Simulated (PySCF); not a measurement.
Species: C6H5F3O.
Bonds: C1–C2, C2–C3 (triple), C3–C4, C4–C5, C5–O6 (double), C5–C7, C7–F8, C7–F9, C7–F10. Hydrogens: H11, H12, H13 on C1; H14, H15 on C4.

Level of theory: PBE0-D3(BJ)/def2-SVP geometry optimisation, gas phase in PySCF 2.14.0.

Task: List the bond lengths, angles and torsions at this level.

Result: 
```tsv
bond	length (Å)	order
C1–C2	1.453	single
C2≡C3	1.211	triple
C3–C4	1.456	single
C4–C5	1.517	single
C5=O6	1.197	double
C5–C7	1.548	single
C7–F8, C7–F10	1.326	single
C7–F9	1.335	single
C1–H11, C1–H12, C1–H13	1.101	single
C4–H14, C4–H15	1.104	single
```

Bonds in one row agree within 0.01 Å and their mean is given. Orders are formal, as drawn. A selection of angles:
```tsv
angle	degrees
C1–C2–C3	179.5
C2–C3–C4	178.5
C3–C4–C5	114.4
C4–C5–O6	123.7
C4–C5–C7	117.0
O6–C5–C7	119.3
C5–C7–F8	110.6
C5–C7–F9	110.4
F8–C7–F9	108.5
F8–C7–F10	108.5
```

Torsions: C3–C4–C5–O6 133° (anticlinal); C4–C5–C7–F8 -159° (antiperiplanar). The mirror-image conformer, all signs reversed, is as good.

The 5 C–C bonds span 1.211 Å (C2≡C3, drawn triple) to 1.548 Å (C5–C7, drawn single), a spread of 0.337 Å. Of the pairs four or more bonds apart, C3···F10 is among the closest relative to their van der Waals radii: 3.04 Å, 96 % of the sum of Bondi's values.

Point group: C1 (no symmetry element, even within 0.4 Å). Whether it is a minimum is left open (no frequencies). One conformer, not necessarily the lowest.

The run took about 3 min of CPU time (one thread, shared machine). This is the geometry optimisation.
